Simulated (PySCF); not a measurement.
**Spinor energies of Nb³⁺ (niobium, charge +3)**

Start: [Kr] 4d2; 4d3/2 filled at m_j = +1/2, +3/2. Calculated with PySCF 2.14 in x2c-SVPall-2c (6s8p6d1f, 67 functions): generalised Hartree-Fock with the X2C-1e Hamiltonian and a Gaussian nucleus; one run each with spin-orbit coupling (SO) switched off, then screened by Boettger's factors.

```tsv
spinor shell	electrons	ε, spin-free (eV)	ε, screened SO (eV)	weight of nominal j (screened SO)	rms radius, screened SO (bohr)
1s1/2	2	-19115.7	-19114.8	1.000	0.0415
2s1/2	2	-2773.7	-2773.4	1.000	0.171
2p1/2	2	-2474.5	-2540.7	1.000	0.149
2p3/2	4	-2474.5	-2443.1	1.000	0.154
3s1/2	2	-520.65	-520.53	1.000	0.471
3p1/2	2	-419.87	-431.03	1.000	0.471
3p3/2	4	-419.87	-414.50	1.000	0.482
3d3/2	4	-254.91	-256.86	0.991	0.471
3d5/2	6	-254.91	-253.47	0.994	0.475
4s1/2	2	-103.23	-103.18	1.000	1.23
4p1/2	2	-73.378	-76.915	0.775	1.36
4p3/2	4	-73.378	-71.590	0.888	1.37
4d3/2	2	-37.239	-37.289	0.800	1.85
```

| quantity | spin-free | screened SO |
| --- | --- | --- |
| E (hartree) | -3815.10474 | -3815.49949 |
| M_J | 2 | 2 |
| ⟨J²⟩ | 8.007 | 7.277 |
| ⟨L²⟩ | 12.006 | 11.917 |
| ⟨S²⟩ | 2.001 | 1.973 |

The determinant has a definite M_J but mixes levels of different J.

Each row is a mean over spinors that exchange with the open shell spreads, by up to 3.394 eV (4p1/2).

Rows whose weight is well below 1 are mixtures of j = l ± 1/2: exchange outweighs spin-orbit coupling there, and the label is only the starting occupation.

Breit and QED terms are absent; they matter most for the inner s and p1/2 levels.

Densities and radii are taken from the X2C orbitals without a picture-change correction, which distorts them close to the nucleus.

Without spin-orbit coupling the j labels of p, d and f shells carry no meaning; the spin-free column gives the mean over the occupied spinors of each nl shell, and its ⟨J²⟩ belongs to a mixture of degenerate components.
